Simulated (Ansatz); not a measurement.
Molecule: LaI$_{2}$, net charge 0, doublet state. The spin state was set by rule; other spins were not relaxed. SMILES: [I][La][I]
Geometry from a B3LYP-D3(BJ)/def2-TZVP (Ansatz, a first-principles code) optimisation:
```
La
I 1 2.9759
I 1 2.9759 2 116.82
```
Charge 0, spin multiplicity 2.

Quantity: vertical ionisation energy (to the singlet state of charge +1; each state is the SCF solution reached for its spin), in eV. Cores are frozen in the correlated levels unless marked. UHF or UKS for open shells. No spin-orbit coupling. The frozen core is the preceding noble-gas configuration, with the filled d and f shells of earlier blocks. Past Kr the def2 sets carry scalar-relativistic core potentials. CBS marks a two-point X^-3 extrapolation of the correlation energy; Hartree-Fock from the larger set. [CCSD(T)-MP2]/basis is that difference in the basis named.

| level | program | vertical ionisation energy (eV) |
|---|---|---|
| PBE0/def2-TZVPD | Ansatz | 6.11 |

Task: Estimate the value at RI-MP2/CBS(def2-TZVPPD,def2-QZVPPD)+[CCSD(T)-MP2]/def2-TZVPPD as computed with Ansatz.

Result: 5.86 eV, so PBE0/def2-TZVPD differs from it by 0.25 eV.
